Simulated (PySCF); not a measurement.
# Krypton: a sound run and one with changed settings

Sound run: Kr⁺ [Ar] 3d10 4s2 4p5, Kr²⁺ [Ar] 3d10 4s2 4p4. Calculation: PySCF 2.14, in x2c-SVPall (5s4p3d, 32 functions); scalar relativity by spin-free X2C-1e. In the sound run the correlated levels freeze [Ar] 3d10. The sound run starts from symmetry-adapted Hartree-Fock orbitals and uses a fine grid where one is needed.

Changed run: all electrons correlated in a basis built for the valence shell.

```csv
species,method,sound run (hartree),changed run (hartree),converged
Kr⁺,MP2,-2787.30440,-2787.44370,yes
Kr²⁺,MP2,-2786.42276,-2786.56049,yes
```

Ionisation energy of Kr⁺:

| method | sound run (eV) | changed run (eV) |
| --- | --- | --- |
| UHF | 23.407 | 23.407 |
| MP2 | 23.991 | 24.033 |
| SCS-MP2 | 23.967 | 23.991 |

A valence basis has no tight correlating functions, so it recovers only part of the core correlation, and not evenly between atom and ion.

For comparison, NIST gives 24.360 eV between the lowest levels.
